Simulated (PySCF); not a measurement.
Compound: C₅H₅ClO.
Atom-mapped SMILES: `[CH2:1]=[CH:2]/[C:3]([Cl:4])=[CH:5]/[CH:6]=[O:7]` (hydrogens: H8, H9 on C1; H10 on C2; H11 on C5; H12 on C6)

Computed, not measured: B3LYP/cc-pVDZ geometry optimisation, gas phase in PySCF 2.14.0.

(1) Give the optimised bond lengths and angles.

## Answers

(1) 
```json
{"bond": "C1=C2", "length (pm)": "134.2"}
{"bond": "C2–C3", "length (pm)": "146.0"}
{"bond": "C3–Cl4", "length (pm)": "176.4"}
{"bond": "C3=C5", "length (pm)": "135.4"}
{"bond": "C5–C6", "length (pm)": "147.0"}
{"bond": "C6=O7", "length (pm)": "121.8"}
{"bond": "C1–H8", "length (pm)": "109.2"}
{"bond": "C1–H9", "length (pm)": "109.1"}
{"bond": "C2–H10", "length (pm)": "109.5"}
{"bond": "C5–H11", "length (pm)": "109.4"}
{"bond": "C6–H12", "length (pm)": "111.4"}
```

A selection of angles:
```json
{"angle": "C2–C1–H8", "degrees": "120.3"}
{"angle": "C2–C1–H9", "degrees": "121.9"}
{"angle": "H8–C1–H9", "degrees": "117.8"}
{"angle": "C1–C2–C3", "degrees": "126.9"}
{"angle": "C1–C2–H10", "degrees": "119.6"}
{"angle": "C3–C2–H10", "degrees": "113.5"}
{"angle": "C2–C3–Cl4", "degrees": "116.6"}
{"angle": "C2–C3–C5", "degrees": "122.7"}
{"angle": "Cl4–C3–C5", "degrees": "120.8"}
{"angle": "C3–C5–C6", "degrees": "127.4"}
{"angle": "C3–C5–H11", "degrees": "117.7"}
{"angle": "C6–C5–H11", "degrees": "115.0"}
{"angle": "C5–C6–O7", "degrees": "122.4"}
{"angle": "C5–C6–H12", "degrees": "116.1"}
{"angle": "O7–C6–H12", "degrees": "121.5"}
```

Torsions: C1–C2–C3–Cl4 0° (synperiplanar); C2–C3–C5–C6 180° (antiperiplanar); C3–C5–C6–O7 179° (antiperiplanar).

The C–C distances run from 1.342 Å (C1=C2, drawn double) to 1.470 Å (C5–C6, drawn single), a spread of 0.128 Å. Of the pairs four or more bonds apart, Cl4···H9 is among the closest relative to their van der Waals radii: 2.71 Å, 92 % of the sum of Bondi's values. The 7 heavy atoms lie in one plane (0.005 Å rms).

Point group: Cs (every atom within 0.08 Å of its image). No B3LYP/cc-pVDZ frequencies stand behind this structure, so it isn't proved a minimum. One conformer, not necessarily the lowest.

On Arm Neoverse V1, one thread, on a shared host, this took 34 s of wall time and 0.57 GiB of memory at its peak. That covers the optimisation of the geometry.
